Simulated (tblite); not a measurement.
Cl$_{3}$Tm (SMILES [Cl][Tm]([Cl])[Cl]), triplet, at a GFN2-xTB geometry (such geometries of metal compounds can be far from the true shape) (GFN-xTB holds the 4f electrons in the core, so unpaired electrons go into valence orbitals and the state isn't the physical one); GFN1-xTB run with tblite.

tblite was given this input:
```
$ tblite run mol.xyz --method gfn1 --charge 0 --spin 2 --grad --json tblite.json --no-restart

# file mol.xyz
4

Tm    -0.12019061    -0.35763648    -0.23406582
Cl     2.18662050     0.16168225    -0.23036563
Cl    -0.61488192    -0.40734893     2.07762022
Cl    -1.08390610     1.69725002    -0.89722273
```

What the program printed (banner, timings and long lists left out):

```
xTB calculator
 | screened Coulomb repulsion
 | Coulomb electrostatics
 |  * isotropic Klopman-Ohno-Mataga-Nishimoto electrostatics
 |  * onsite third-order electrostatics
 | DFT-D3(BJ) dispersion correction

halogen bonding energy    0.0000000000000E+00 Eh
repulsion energy          1.7002559839360E-02 Eh
dispersion energy        -1.8061067288367E-03 Eh
number of electrons       2.4000000000000E+01 e
integral cutoff           3.5961166243258E+01 bohr

------------------------------------------------------------
  cycle        total energy    energy error   density error
------------------------------------------------------------
      1     -13.59977287253  -1.3614969E+01   5.6826540E-01
      2     -13.65132858493  -5.1555712E-02   3.1501672E-01
      3     -13.65339515634  -2.0665714E-03   1.0442108E-01
      4     -13.61628600386   3.7109152E-02   2.3575930E-01
      5     -13.66710069980  -5.0814696E-02   1.5237524E-02
      6     -13.66709724962   3.4501742E-06   1.5307290E-02
      7     -13.66740577237  -3.0852275E-04   2.8816871E-03
      8     -13.66741619380  -1.0421424E-05   7.5052788E-04
      9     -13.66741647398  -2.8018750E-07   5.8676833E-04
     10     -13.66741684095  -3.6696213E-07   2.3502938E-04
     11     -13.66741691422  -7.3276780E-08   4.2708700E-06
------------------------------------------------------------

electronic energy        -1.3682613367333E+01 Eh
total energy             -1.3667416914223E+01 Eh

Post processing:
 | Mayer-Wiberg bond orders

[Info] Tight-binding results written to 'tblite.txt'
[Info] JSON dump of results written to 'tblite.json'
```
